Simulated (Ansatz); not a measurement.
Kohn–Sham single points on CH$_{9}$AlSSi$_{2}$ (`[CH3][AlH][SiH2]S[SiH3]`).

```yaml
crystal:
  periodic: [false, false, false]
  atoms:
    - {symbol: C, position_ang: [-1.386629, -0.688843, 1.770687]}
    - {symbol: Al, position_ang: [0.383598, -0.217952, 1.081667]}
    - {symbol: Si, position_ang: [0.986349, -1.260573, -1.086936]}
    - {symbol: S, position_ang: [-0.108423, -0.008359, -2.517843]}
    - {symbol: Si, position_ang: [0.211636, 1.678575, -1.312415]}
    - {symbol: H, position_ang: [-1.326164, -1.626525, 2.334444]}
    - {symbol: H, position_ang: [-1.778358, 0.072182, 2.450803]}
    - {symbol: H, position_ang: [-2.113855, -0.840726, 0.968920]}
    - {symbol: H, position_ang: [1.496779, 0.487241, 1.972992]}
    - {symbol: H, position_ang: [2.411394, -1.290093, -1.523522]}
    - {symbol: H, position_ang: [0.438899, -2.627008, -1.320963]}
    - {symbol: H, position_ang: [1.635079, 2.064791, -1.159304]}
    - {symbol: H, position_ang: [-0.606718, 2.836506, -1.745871]}
    - {symbol: H, position_ang: [-0.256485, 1.391683, 0.115944]}
basis:
  gaussian: {orbitals: def2-TZVPP}
hamiltonian: {xc: {name: wB97M-V}}
output: {forces: true, orbitals: {seedname: orbitals}}
```

```sh
$ ansatz run in.yaml --threads 4 --pin off --events-out ev --progress --plain
```

Shortened log:

```
Functional definition: wB97M-V
1856 factors; their error is unknown
440 factors; integrals over basis functions are off by at most 1.1e-5 eV
mean field evaluation 1: about -34366.5930 eV, gradient 4.2e1 eV
mean field evaluation 2: about -34368.1813 eV, gradient 3.3e1 eV
mean field evaluation 4: about -34370.7683 eV, gradient 6.6e-1 eV
mean field evaluation 8: about -34370.7898 eV, gradient 3.3e-1 eV
mean field evaluation 16: about -34370.7900 eV, gradient 4.0e-5 eV
mean field -34370.78998272 eV, -1263.1032345068 hartree, gradient 4.0e-5 eV, S^2 0.000000; 0 other end points of the search recorded, 0 dependent functions left out
reference -34370.79004965 eV, -1263.1032369665 hartree; 36, 36 occupied and 289, 289 virtual orbitals, 1856 factors
Total energy: -34370.79004965 eV, -1263.1032369665 hartree
Atom 0 at    -1.386629    -0.688843     1.770687 Å, force     0.012059    -0.016924     0.014250 eV/Å
Atom 1 at     0.383598    -0.217952     1.081667 Å, force     0.081074    -0.017905     0.104182 eV/Å
Atom 2 at     0.986349    -1.260573    -1.086936 Å, force     0.097134    -0.155338     0.040977 eV/Å
Atom 3 at    -0.108423    -0.008359    -2.517843 Å, force    -0.019990     0.027549    -0.011621 eV/Å
Atom 4 at     0.211636     1.678575    -1.312415 Å, force    -0.014040     0.230126     0.042457 eV/Å
Atom 5 at    -1.326164    -1.626525     2.334444 Å, force    -0.021764     0.066780    -0.038222 eV/Å
Atom 6 at    -1.778358     0.072182     2.450803 Å, force     0.021850    -0.058024    -0.049577 eV/Å
Atom 7 at    -2.113855    -0.840726     0.968920 Å, force     0.041234     0.008028     0.053644 eV/Å
Atom 8 at     1.496779     0.487241     1.972992 Å, force    -0.106729    -0.071154    -0.097635 eV/Å
Atom 9 at     2.411394    -1.290093    -1.523522 Å, force    -0.150991     0.003918     0.038932 eV/Å
Atom 10 at     0.438899    -2.627008    -1.320963 Å, force     0.062941     0.145618     0.020926 eV/Å
Atom 11 at     1.635079     2.064791    -1.159304 Å, force    -0.166127    -0.059914    -0.004615 eV/Å
Atom 12 at    -0.606718     2.836506    -1.745871 Å, force     0.112174    -0.149384     0.059799 eV/Å
Atom 13 at    -0.256485     1.391683     0.115944 Å, force     0.051176     0.046624    -0.173496 eV/Å
Dipole moment:    -0.058085     0.146656     0.089052 e Å
```

Hardware: 4 threads of a server CPU on a shared host. Wall time 13 s, peak host memory 1.7 GiB.

The same input with `hamiltonian: {xc: {name: LC-wPBE}}` and no forces (abridged; 3.7 s):

```
Functional definition: LC-wPBE
mean field evaluation 16: about -34363.2292 eV, gradient 3.8e-5 eV
mean field -34363.22915976 eV, -1262.8253793880 hartree, gradient 3.8e-5 eV, S^2 0.000000
Total energy: -34363.22915977 eV, -1262.8253793884 hartree
```

With the line `hamiltonian: {xc: hse06, dispersion: d4}` and no forces (abridged; 4.4 s):

```
Functional definition: HSE06
mean field evaluation 16: about -34358.3428 eV, gradient 6.7e-5 eV
mean field -34358.34277264 eV, -1262.6458079734 hartree, gradient 6.7e-5 eV, S^2 0.000000
Total energy: -34358.68065114 eV, -1262.6582247792 hartree
```

The same input with `hamiltonian: {xc: {name: CAM-B3LYP}, dispersion: d4}` and no forces (abridged; 5.5 s):

```
Functional definition: CAM-B3LYP
mean field evaluation 16: about -34373.9656 eV, gradient 2.5e-5 eV
mean field -34373.96563362 eV, -1263.2199375248 hartree, gradient 2.5e-5 eV, S^2 0.000000
Total energy: -34374.33714810 eV, -1263.2335904303 hartree
```

The same input with `hamiltonian: {xc: pbe, dispersion: d4}` (abridged; 3.2 s):

```
Functional definition: PBE
mean field evaluation 16: about -34355.6450 eV, gradient 5.2e-3 eV
mean field -34355.64504695 eV, -1262.5466683827 hartree, gradient 2.2e-5 eV, S^2 0.000000
Total energy: -34356.05667028 eV, -1262.5617952613 hartree
Atom 0 force     0.044355     0.021290    -0.030244 eV/Å
Atom 1 force     0.053392     0.022533    -0.046421 eV/Å
Atom 2 force     0.020053     0.043845     0.155712 eV/Å
Atom 3 force    -0.158603    -0.089607    -0.294120 eV/Å
Atom 4 force     0.039998     0.008005     0.024978 eV/Å
Atom 5 force     0.012101    -0.173964     0.103382 eV/Å
Atom 6 force    -0.072395     0.140653     0.127931 eV/Å
Atom 7 force    -0.136072    -0.031823    -0.143488 eV/Å
Atom 8 force     0.077924     0.043773     0.065379 eV/Å
Atom 9 force     0.157728    -0.015275    -0.050348 eV/Å
Atom 10 force    -0.055833    -0.151432    -0.032248 eV/Å
Atom 11 force     0.153874     0.060810     0.024016 eV/Å
Atom 12 force    -0.094247     0.139883    -0.051672 eV/Å
Atom 13 force    -0.042276    -0.018690     0.147143 eV/Å
Dipole moment:    -0.078233     0.130430     0.074815 e Å
```

Changing it to `hamiltonian: {xc: {name: PBE-QIDH}}` and no forces (abridged; 7 s):

```
Functional definition: PBE-QIDH
mean field evaluation 16: about -34342.4821 eV, gradient 6.0e-5 eV
mean field -34342.48214932 eV, -1262.0629408169 hartree, gradient 6.1e-6 eV, S^2 0.000000
21 core orbitals not correlated: weight in the atoms' cores, before any rotation towards them, 1.000 or more for the frozen orbitals, at most 0.000 for the correlated occupied ones
second order -21.59605058 eV of doubles, -0.00000000 eV of singles
Total energy: -34349.68084997 eV, -1262.3274881863 hartree
```

HSE06 is the plane-wave form, built on full-range PBE exchange.
